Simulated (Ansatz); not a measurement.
`O[SiH2]/N=C/F` + `C[SiH2][Al]([CH3])[OH]` → `[CH3][Al]([OH])[SiH2]O` + `C[SiH2]/N=C/F`  (redistribution)

Computed with Ansatz on PBE0-D4/def2-TZVP structures; ΔE is electronic, products minus reactants. CCSD(T)/CBS is the MP2 limit (def2-TZVPP, def2-QZVPP) plus CCSD(T) − MP2 in def2-TZVPP, frozen cores. Double bonds are as drawn, so ΔE can hold a change between cis and trans. Functionals use def2-TZVPP. Each species was taken in one conformer, which may not be the lowest.

`O[SiH2]/N=C/F`:

Z-matrix (Å, degrees):
```
Si
N 1 1.733
O 1 1.636 2 109.5
H 1 1.483 2 105.8 3 121.3
H 1 1.485 2 112.7 3 -117.0
C 2 1.234 1 126.7 3 122.5
H 3 0.959 1 117.7 2 53.4
F 6 1.336 2 121.4 1 -179.4
H 6 1.095 2 129.6 1 0.6
```

`C[SiH2][Al]([CH3])[OH]`:

```xyz
14

C    -1.693   -0.175    1.618
Si   -0.126    0.821    1.290
Al    0.985    0.259   -0.836
C     0.486   -1.228   -1.988
O     2.293    1.216   -1.363
H    -2.435   -0.001    0.836
H    -1.475   -1.245    1.640
H    -2.138    0.101    2.576
H     0.826    0.608    2.425
H    -0.461    2.279    1.328
H     0.551   -2.181   -1.453
H     1.125   -1.291   -2.872
H    -0.552   -1.134   -2.326
H     2.613    1.973   -0.874
```

`[CH3][Al]([OH])[SiH2]O`:

```xyz
12

C    -0.672    0.636    2.161
Al   -0.140   -0.358    0.575
O    -0.276   -2.054    0.667
Si    0.691    0.584   -1.557
O     0.830   -0.569   -2.754
H    -0.470    1.707    2.080
H    -1.744    0.513    2.347
H    -0.153    0.258    3.047
H     0.013   -2.630   -0.039
H     2.068    1.135   -1.411
H    -0.159    1.723   -2.033
H     0.013   -0.945   -3.085
```

`C[SiH2]/N=C/F`:

Cartesian coordinates in Å:
```
C -1.064 0.283 1.447
Si -0.216 0.732 -0.144
N 0.137 -0.729 -1.023
C 1.258 -1.086 -1.395
F 1.439 -2.233 -2.060
H -1.339 1.183 2.002
H -0.410 -0.322 2.080
H -1.972 -0.290 1.248
H 1.038 1.501 0.126
H -1.098 1.553 -1.011
H 2.226 -0.591 -1.269
```

```csv
level,ΔE (kJ/mol)
PBE-D4,19.4
PBE0-D4,21.1
ωB97M-V,21.0
PBE0,20.8
HF/def2-TZVPP,21.5
SCS-MP2/def2-TZVPP,21.7
CCSD(T)/def2-TZVPP,22.6
CCSD/CBS(def2),20.8
```

**Question.** What does CCSD(T)/CBS give? (Estimate.)

**Answer.** Ansatz gave: +21.0 kJ/mol. The listed levels differ from it by -1.6, 0.1, 0.0, -0.2, 0.5, 0.7, 1.6, -0.2 kJ/mol.

Largest T1 diagnostic among the species: 0.013.
